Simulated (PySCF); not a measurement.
## Ti(2+): ionisation energy

Ti(2+) [Ar] 3d2 (3F) → Ti(3+) [Ar] 3d1 (2D), as a difference of total energies. Calculation: PySCF 2.14, in aug-cc-pVDZ-DK (7s6p4d2f, 59 functions); the spin-free X2C one-electron Hamiltonian (Gaussian nucleus). Correlated levels: valence: [Ar] frozen. The calculations carry no spin-orbit coupling.

```csv
method,ionisation energy (eV)
UHF,26.910
BP86,28.418
MN15,27.869
MP2 (valence),26.986
SCS-MP2 (valence),26.935
```

Task: How much does correlation contribute at MP2 (valence)?

Result: 26.986 − (26.910) = 0.076 eV, measured against UHF.

The reference lies between the lowest fine-structure levels, while these numbers refer to the centres of the terms.

Errors of the correlated levels include the incompleteness of this basis and the frozen core.

For comparison: 27.492 eV (measured; NIST Atomic Spectra Database, ionization energies).
